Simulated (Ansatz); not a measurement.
## Relative stability

The two ends of one reaction step of GaH3Cl2O, closed shell (PBE0-D4/def2-TZVP).

A:

| atom | x (Å) | y (Å) | z (Å) |
| --- | --- | --- | --- |
| Ga1 | -0.3406 | 0.6654 | -0.2330 |
| O2 | 1.4049 | 0.7265 | -0.5030 |
| Cl3 | -1.6225 | -0.3031 | -1.6265 |
| Cl4 | -1.1511 | 1.7063 | 1.4165 |
| H5 | 0.3709 | -1.4183 | 1.1812 |
| H6 | -0.3352 | -1.6474 | 1.0698 |
| H7 | 1.6735 | 0.2706 | -1.3050 |

B:

```xyz
7
angstrom
Ga -0.8334 -0.0321 0.3625
O 1.2323 0.0815 -0.1036
Cl -1.3570 -0.0991 -1.7512
Cl -1.1517 1.8981 1.2492
H 1.7322 -0.7174 0.0971
H -0.8801 -1.3335 1.2090
H 1.2576 0.2025 -1.0630
```

Ansatz 0.2.0; basis: def2-TZVPP; cores frozen in the correlated methods. Filled d shells of the heavier atoms are correlated. The def2 sets are not built for correlating such inner shells, so the correlated values are less sure here. B3LYP uses VWN-RPA correlation.

(1) Which structure is lower at CCSD(T), and by how much? (Judge from chemistry; the value comes from the calculation.)

No T1 diagnostic of these runs exceeds 0.012.

## Answers

(1) The calculation gives: B, by 0.401 eV (electronic energy, against the other). By their contacts, A is a complex of GaHCl₂O ([OH][Ga]([Cl])[Cl]) + H₂ and B is GaH₃Cl₂O ([OH2][GaH]([Cl])[Cl]).

All methods give the same order:

```csv
method,E(B) − E(A) (eV)
SPW92,-0.617
PBE-D4,-0.397
BLYP-D4,-0.309
r2SCAN-D4,-0.421
B97M-V,-0.507
PBE0-D4,-0.486
B3LYP-D4,-0.400
r2SCAN0-D4,-0.491
BHLYP-D4,-0.490
CAM-B3LYP-D4,-0.463
wB97X-V,-0.445
wB97M-V,-0.475
B2PLYP,-0.373
PBE-QIDH,-0.471
RPA on PBE,-0.357
HF,-0.480
MP2,-0.351
CCSD,-0.431
CCSD(T),-0.401
```

Labels in which every atom is bracketed show which atoms are joined, not bond orders.

For scale, one of the runs: CCSD(T)/def2-TZVPP, 205 basis functions, launched by `ansatz run in.yaml --threads 4 --pin off --events-out ev --progress --plain --max-ram 9574MiB`. Time: 86 s of wall clock on 4 CPU threads of an Arm Neoverse V2; the host was shared. Peak host memory: 2.6 GiB.
